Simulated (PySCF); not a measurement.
## Arsenic: a sound run and one with changed settings

Sound run: As [Ar] 3d10 4s2 4p3, As⁺ [Ar] 3d10 4s2 4p2. Computed with PySCF 2.14 in 6-31G* (5s4p3d, 32 functions), with no relativity, point nucleus. The sound run starts from symmetry-adapted Hartree-Fock orbitals and uses a fine grid where one is needed.

A second run was set up differently.

| species | method | sound run (hartree) | changed run (hartree) | converged |
| --- | --- | --- | --- | --- |
| As | UHF | -2233.90227 | -2233.90227 | yes |
| As | PBE | -2235.18505 | -2235.18485 | yes |
| As | M06-L | -2235.44591 | -2235.39703 | yes |
| As⁺ | UHF | -2233.55463 | -2233.55463 | yes |
| As⁺ | PBE | -2234.82004 | -2234.81991 | yes |
| As⁺ | M06-L | -2235.09242 | -2235.04789 | yes |

Ionisation energy of As:

```
method  sound run (eV)  changed run (eV)
   UHF           9.460             9.460
   PBE           9.932             9.931
 M06-L           9.619             9.500
```

(1) What was changed?
A. too few SCF iterations
B. radial grid too coarse
C. a valence shell is frozen
D. level shift left on

Results:

(1) B. It used radial step 0.3 in ln r (0.13 in the sound run). A coarse radial grid mis-integrates the density and the exchange-correlation energy, with errors of either sign; Hartree-Fock needs no grid.
